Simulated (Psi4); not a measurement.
C₅H₁₃BO (SMILES CCCCBOC), singlet, geometry from GFN2-xTB, atoms displaced at random by about 0.03 Å a coordinate; PBE0/STO-3G, gradient (Psi4).

Psi4 was given this input:
```
memory 2 GB

molecule mol {
0 1
B    -0.007362   -0.799287    1.264163
H    -1.033370   -1.108753    1.796047
O     1.152640   -1.435052    1.417871
C     1.326572   -2.461735    2.277080
H     0.403314   -2.786147    2.739335
H     1.788483   -3.332988    1.648595
H     2.114943   -2.201858    3.060861
C    -0.030010    0.511371    0.266190
C    -1.185125    0.501943   -0.752269
C    -1.277021    1.796248   -1.562743
C    -0.163970    1.872187   -2.535892
H    -0.078342    1.368025    0.863479
H     0.986452    0.549410   -0.301137
H    -1.062625   -0.385644   -1.427112
H    -2.117883    0.305069   -0.166113
H    -2.170051    1.739168   -2.121636
H    -1.295058    2.624960   -0.931392
H    -0.061405    0.974671   -3.231028
H     0.821468    1.953836   -2.088264
H    -0.308638    2.695002   -3.218458
symmetry c1
no_reorient
no_com
}

set {
  basis sto-3g
  reference rks
}

gradient('pbe0')
print_variables()
```

Predict the main parts of the log of this Psi4 run.


```
gradient() will perform analytic gradient computation.

   => Loading Basis Set <=

    Name: STO-3G
    Role: ORBITAL
    Keyword: BASIS

         ---------------------------------------------------------
                                   SCF
               by Justin Turney, Rob Parrish, Andy Simmonett
                          and Daniel G. A. Smith
                              RKS Reference
         ---------------------------------------------------------

  ==> Geometry <==

    Molecular point group: c1
    Full point group: C1

    Geometry (in Angstrom), charge = 0, multiplicity = 1:

       Center              X                  Y                   Z               Mass
    ------------   -----------------  -----------------  -----------------  -----------------
         B           -0.007362000000    -0.799287000000     1.264163000000    11.009305360000
         H           -1.033370000000    -1.108753000000     1.796047000000     1.007825032230
         O            1.152640000000    -1.435052000000     1.417871000000    15.994914619570
         C            1.326572000000    -2.461735000000     2.277080000000    12.000000000000
         H            0.403314000000    -2.786147000000     2.739335000000     1.007825032230
         H            1.788483000000    -3.332988000000     1.648595000000     1.007825032230
         H            2.114943000000    -2.201858000000     3.060861000000     1.007825032230
         C           -0.030010000000     0.511371000000     0.266190000000    12.000000000000
         C           -1.185125000000     0.501943000000    -0.752269000000    12.000000000000
         C           -1.277021000000     1.796248000000    -1.562743000000    12.000000000000
         C           -0.163970000000     1.872187000000    -2.535892000000    12.000000000000
         H           -0.078342000000     1.368025000000     0.863479000000     1.007825032230
         H            0.986452000000     0.549410000000    -0.301137000000     1.007825032230
         H           -1.062625000000    -0.385644000000    -1.427112000000     1.007825032230
         H           -2.117883000000     0.305069000000    -0.166113000000     1.007825032230
         H           -2.170051000000     1.739168000000    -2.121636000000     1.007825032230
         H           -1.295058000000     2.624960000000    -0.931392000000     1.007825032230
         H           -0.061405000000     0.974671000000    -3.231028000000     1.007825032230
[...]
  @DF-RKS Final Energy:  -294.43605446372976
    Total Energy =                       -294.4360544637297608
[...]

   => Correlation Functionals <=

    1.0000   Perdew, Burke & Ernzerhof

   => LibXC Density Thresholds  <==

    XC_HYB_GGA_XC_PBEH:  1.00E-15

   => Molecular Quadrature <=

    Radial Scheme          =       TREUTLER
    Pruning Scheme         =           NONE
    Nuclear Scheme         =       TREUTLER

    Blocking Scheme        =         OCTREE
    BS radius alpha        =              1
    Pruning alpha          =              1
    Radial Points          =             75
    Spherical Points       =            302
    Total Points           =         420951
    Total Blocks           =           3064
    Max Points             =            256
    Max Functions          =             45
    Weights Tolerance      =       1.00E-15

  -Total Gradient:
     Atom            X                  Y                   Z
    ------   -----------------  -----------------  -----------------
       1        0.024164871519    -0.033231861226     0.021488476495
       2       -0.013117956716     0.003172142295    -0.000146926446
       3        0.005375216028    -0.076420689992     0.053872829654
       4       -0.063861501691     0.089551527095    -0.028558519582
       5        0.014837903578     0.010582119766    -0.014296734188
       6        0.017755411206    -0.021699633798    -0.027434093071
       7        0.019489963773     0.004779124387     0.011915524856
       8       -0.056738581005     0.068812851769     0.029813779631
       9        0.011402574586     0.031379514179    -0.021354687345
      10       -0.002169863049     0.055874352943     0.002361821110
      11       -0.040523245367     0.024918898006     0.056657786694
      12        0.004090355191    -0.043103069059    -0.027380118773
      13        0.038204017004    -0.001488338591    -0.021875465045
      14        0.002267249301    -0.015762443807    -0.005631676344
      15       -0.006488925840    -0.007567709828     0.011066387141
      16        0.037562662260    -0.005491057411     0.017124701538
      17        0.002265948377    -0.042196021536    -0.030780314302
      18        0.012833376121    -0.016995690166    -0.023975438290
      19       -0.006014258338    -0.007093277060    -0.009023766737
      20       -0.001317419666    -0.017961098727     0.006202761382

  Variable Map:
  ----------------------------------------------------------------------------
[...]
  Array Variable Map:
  ----------------------------------------------------------------------------
[...]
[...]
```
